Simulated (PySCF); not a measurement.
BH₅OSi₂, CH₆BOSi, BClH₂OSi (calculated)

Calculation on a computer-drawn molecule: optimised geometry and harmonic frequencies of an isolated molecule of the commonest isotopes, restricted reference for singlets and unrestricted otherwise, frozen core in MP2. Program: PySCF 2.14.0.

Common to all runs: charge 0; basis cc-pV(D+d)Z.

(1) BH₅OSi₂

Start structure:
```xyz
9
BH5OSi2
B      0.6516    -2.0414    -3.0013
O      0.8326    -1.0568    -2.1998
Si     1.9974    -0.0310    -1.5258
Si     1.8000    -0.8028     0.5900
H      1.5547    -2.5860    -3.5432
H     -0.4542    -2.4046    -3.0750
H      1.5074     1.2635    -2.1779
H      3.3052    -0.1957    -2.1119
H      1.1326     0.1985     1.3752
```

It was run with multiplicity 1 and method HF.

It finds rotational constants 11.93, 2.066, 1.86 GHz; total energy -680.3393 hartree; convergence status largest gradient component 2.422e-05 hartree/bohr.

Drawn bonds:
```csv
atom,other atom,order
1,2,1
2,3,1
3,4,1
1,5,1
1,6,1
3,7,1
3,8,1
4,9,1
```

Optimised structure:
```xyz
9
BH5OSi2
B      0.6867    -2.1046    -3.2261
O      0.5633    -1.1295    -2.3060
Si     1.6130    -0.1745    -1.4203
Si     1.3025    -0.4809     0.9403
H      1.7786    -2.4810    -3.5756
H     -0.3121    -2.5907    -3.6849
H      1.3370     1.2312    -1.8012
H      3.0079    -0.5097    -1.8070
H      2.3505     0.5833     1.2113
```

Modes:
```csv
frequency (cm⁻¹),reduced mass (dalton)
41.08,2.959
147.2,2.734
190.7,1.198
220.5,1.998
275.6,1.508
377.8,1.31
395.5,4.651
695.5,1.258
747.8,4.812
809,1.103
929.4,1.167
1003,1.064
1081,1.406
1143,1.367
1292,1.542
1427,2.691
2138,1.041
2279,1.039
2297,1.042
2644,1.053
2721,1.124
```

(2) CH₆BOSi

Start structure:
```xyz
10
CH6BOSi
B     -1.8433     0.4450     3.2702
O     -1.5622     0.3754     2.0157
Si    -1.7896     0.4509     0.3752
C     -0.7025    -0.8097    -0.4302
H     -2.8646     0.6392     3.6380
H     -0.9219     0.1923     4.0168
H     -3.1964     0.4031     0.1022
H     -0.8457    -0.8020    -1.5639
H     -1.0139    -1.8756    -0.1164
H      0.3244    -0.7502    -0.1858
```

Settings of this run: multiplicity 2 and method HF.

The calculation gives: rotational constants 16.96, 3.319, 2.978 GHz; total energy -429.8942 hartree; spin squared 0.7528; convergence status largest gradient component 1.674e-05 hartree/bohr.

Drawn bonds:
```csv
atom,other atom,order
1,2,1
2,3,1
3,4,1
1,5,1
1,6,1
3,7,1
4,8,1
4,9,1
4,10,1
```

Optimised structure:
```xyz
10
CH6BOSi
B     -1.7591     0.4464     3.2936
O     -1.8445    -0.1904     2.1102
Si    -1.9698     0.2422     0.5006
C     -0.7052    -0.7418    -0.4701
H     -1.7262     1.6510     3.3409
H     -1.7125    -0.2138     4.2969
H     -3.3486    -0.0838     0.0592
H     -0.8086    -0.5443    -1.5404
H     -0.8541    -1.8124    -0.3000
H      0.3130    -0.4848    -0.1693
```

Modes:
```csv
frequency (cm⁻¹),reduced mass (dalton)
38.02,2.586
152,1.154
181.1,2.02
233,1.867
291.9,1.976
600.7,1.077
686.2,3.355
761.1,3.242
809.9,1.385
880.5,1.442
953.7,1.255
1083,1.397
1148,1.365
1294,1.54
1385,1.252
1429,2.718
1544,1.051
1549,1.051
2279,1.042
2647,1.052
2720,1.125
3166,1.035
3250,1.101
3261,1.102
```

(3) BClH₂OSi

Start structure:
```xyz
6
BClH2OSi
B     -1.2989    -0.4692     0.8905
O     -2.2640    -0.4263     0.0937
Si    -3.5002    -0.1873    -0.9299
Cl    -3.6173     1.8189    -0.9467
H     -1.5485    -0.6294     2.0886
H     -0.2265    -0.4313     0.5497
```

Here we set multiplicity 1 and method HF.

The calculation gives: rotational constants 10.16, 2.731, 2.194 GHz; total energy -849.2530 hartree; convergence status largest gradient component 3.033e-05 hartree/bohr.

Drawn bonds:
```csv
atom,other atom,order
1,2,1
2,3,1
3,4,1
1,5,1
1,6,1
```

Optimised structure:
```xyz
6
BClH2OSi
B     -1.2849    -0.4955     0.9492
O     -2.3044    -0.4797     0.0565
Si    -3.5217    -0.2173    -0.9943
Cl    -3.6484     1.8933    -0.9272
H     -1.5386    -0.5815     2.1181
H     -0.1575    -0.4438     0.5436
```

Modes:
```csv
frequency (cm⁻¹),reduced mass (dalton)
62.16,4.249
66.07,2.686
185.6,1.212
297,16.81
505.2,28.98
728.7,6.898
1057,1.318
1137,1.353
1315,1.501
1405,3.146
2683,1.046
2762,1.132
```

(4) BClH₂OSi

Start structure:
```xyz
6
BClH2OSi
B     -1.2849    -0.4955     0.9492
O     -2.3044    -0.4797     0.0565
Si    -3.5217    -0.2173    -0.9943
Cl    -3.6484     1.8933    -0.9272
H     -1.5386    -0.5815     2.1181
H     -0.1575    -0.4439     0.5436
```

Settings of this run: multiplicity 1 and method MP2.

It finds rotational constants 11.03, 2.567, 2.122 GHz; total energy -849.7318 hartree; convergence status largest gradient component 1.465e-05 hartree/bohr.

Drawn bonds:
```csv
atom,other atom,order
1,2,1
2,3,1
3,4,1
1,5,1
1,6,1
```

Optimised structure:
```xyz
6
BClH2OSi
B     -1.2538    -0.5107     0.9749
O     -2.2788    -0.3591     0.0877
Si    -3.5286    -0.1910    -0.9987
Cl    -3.7526     1.8968    -1.0164
H     -1.5185    -0.6485     2.1434
H     -0.1232    -0.5121     0.5549
```

Modes:
```csv
frequency (cm⁻¹),reduced mass (dalton)
52.57,4.457
57.24,3.758
225.2,1.076
266.9,16.17
521.6,29.9
675.6,7.331
1009,1.308
1082,1.34
1259,1.352
1368,3.974
2627,1.046
2720,1.134
```
